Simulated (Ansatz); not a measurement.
Reaction (hydrogenolysis of a Ge–Cl bond): `[Cl][Ge]([Cl])([Cl])[SeH]` + H₂ → `[Cl][GeH]([Cl])[SeH]` + HCl

Isolated molecules relaxed with PBE0-D4/def2-TZVP in Ansatz; ΔE leaves out vibrations. CCSD(T)/CBS adds triple-zeta CCSD(T) − MP2 to the extrapolated MP2 energy (def2 sets, frozen cores). This one scheme is used for every species. Functionals use def2-TZVPP. B3LYP here is the variant with VWN-RPA as its local correlation; programs differ in this. HSE06 is defined as in plane-wave codes. For Ge, Se outer-core shells are correlated without core-valence functions, which leaves a few kJ/mol of doubt a bond. Scalar relativity is left out up to krypton. Each species was taken in one conformer, which may not be the lowest.

| level | ΔE (kJ/mol) | difference from CCSD(T)/CBS |
| --- | --- | --- |
| LDA (SPW92) | 43.0 | -4.7 |
| PBE-D4 | 52.4 | 4.7 |
| revPBE-D4 | 57.9 | 10.2 |
| r2SCAN-D4 | 54.0 | 6.3 |
| B97M-V | 48.3 | 0.6 |
| PBE0-D4 | 48.9 | 1.2 |
| B3LYP-D4 | 52.4 | 4.7 |
| r2SCANh-D4 | 52.6 | 4.9 |
| r2SCAN0-D4 | 50.5 | 2.8 |
| HSE06-D4 | 49.1 | 1.4 |
| CAM-B3LYP-D4 | 45.1 | -2.6 |
| ωB97M-V | 49.4 | 1.7 |
| PBE-QIDH | 48.0 | 0.3 |
| PBE | 45.3 | -2.4 |
| revPBE | 44.0 | -3.7 |
| BLYP | 42.2 | -5.5 |
| r2SCAN | 52.3 | 4.6 |
| PBE0 | 42.6 | -5.1 |
| B3LYP | 40.5 | -7.2 |
| r2SCANh | 50.7 | 3.0 |
| r2SCAN0 | 48.4 | 0.7 |
| HSE06 | 43.0 | -4.7 |
| BHLYP | 38.8 | -8.9 |
| CAM-B3LYP | 38.2 | -9.5 |
| LC-ωPBE | 38.3 | -9.4 |
| RPA@PBE/def2-TZVPP | 43.7 | -4.0 |
| HF/def2-SVP | 27.4 | -20.3 |
| MP2/def2-SVP | 48.4 | 0.7 |
| CCSD/def2-SVP | 36.4 | -11.3 |
| CCSD(T)/def2-SVP | 40.0 | -7.7 |
| HF/def2-TZVPP | 33.5 | -14.2 |
| MP2/def2-TZVPP | 56.8 | 9.1 |
| SCS-MP2/def2-TZVPP | 50.8 | 3.1 |
| CCSD/def2-TZVPP | 41.1 | -6.6 |
| HF/def2-QZVPP | 32.6 | -15.1 |
| MP2/def2-QZVPP | 57.3 | 9.6 |
| SCS-MP2/def2-QZVPP | 51.2 | 3.5 |
| HF/CBS(def2) | 32.4 | -15.3 |
| MP2/CBS(def2) | 58.2 | 10.5 |
| CCSD/CBS(def2) | 42.6 | -5.1 |
| CCSD(T)/CBS | 47.7 | 0 |

Task: What do rigid-rotor, harmonic-oscillator terms from PBE0-D4/def2-TZVP frequencies (298.15 K, 1 bar) make of the CCSD(T)/CBS value? (An estimate is asked.)

Result: Computed: ΔZPE = +8.6 kJ/mol, ΔH = +52.7 kJ/mol, ΔS = 25 J/(mol·K), ΔG = +45.3 kJ/mol.

Largest T1 diagnostic among the species: 0.009.

From BLYP to BHLYP (50 % exact exchange), in def2-TZVPP and without D4, ΔE moves by −3.4 kJ/mol. At CCSD(T), def2-SVP lies −7.7 kJ/mol from the extrapolated value and def2-TZVPP −1.4 kJ/mol.
